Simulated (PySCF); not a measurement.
## First hyperpolarisability: SMILES C[C@@H]1CCC[NH][Al]1[Cl], C₅H₁₁AlClN

Geometry:
| atom | x (Å) | y (Å) | z (Å) |
| --- | --- | --- | --- |
| C1 | 2.530 | 0.000 | 0.096 |
| C2 | 1.071 | 0.247 | 0.503 |
| C3 | 0.217 | -1.025 | 0.359 |
| C4 | -1.252 | -0.772 | 0.706 |
| C5 | -2.076 | -0.256 | -0.471 |
| N6 | -1.553 | 1.017 | -0.955 |
| Al7 | 0.069 | 1.638 | -0.553 |
| Cl8 | 0.732 | 3.448 | -1.179 |
| H9 | 3.109 | 0.920 | 0.169 |
| H10 | 2.992 | -0.747 | 0.745 |
| H11 | 2.592 | -0.357 | -0.931 |
| H12 | 1.083 | 0.501 | 1.575 |
| H13 | 0.614 | -1.805 | 1.018 |
| H14 | 0.282 | -1.399 | -0.665 |
| H15 | -1.304 | -0.029 | 1.507 |
| H16 | -1.715 | -1.693 | 1.066 |
| H17 | -3.117 | -0.134 | -0.142 |
| H18 | -2.068 | -1.007 | -1.274 |
| H19 | -2.215 | 1.461 | -1.583 |

Method used: PySCF 2.14.0, quadratic response B3LYP/STO-3G first hyperpolarisability, Taylor convention, IEF-PCM dimethylsulfoxide (non-equilibrium response, no local-field factor). Geometry: GFN2-xTB.

Give β for the processes computed.

In 10⁻³⁰ esu, Taylor convention; the vector part is βᵢ = ⅓ Σⱼ (βᵢⱼⱼ + βⱼᵢⱼ + βⱼⱼᵢ); β∥ is 3/5 of the vector part along the dipole, the dipole points from − to +:
| process | λ (nm) | β vector norm | β∥ | β HRS | depolarisation ratio |
| --- | --- | --- | --- | --- | --- |
| second harmonic β(−2ω;ω,ω) | 1340 | 0.37 | 0.15 | 0.48 | 1.66 |

Which lowest excitations, dipole and polarisabilities go with it?

S1 6.92 eV (f = 0.013); S2 7.55 eV (f = 0.203); S3 8.50 eV (f = 0.035); dipole 2.53 D; isotropic α 49.2 au at 1340 nm, 49.8 au at 670 nm.
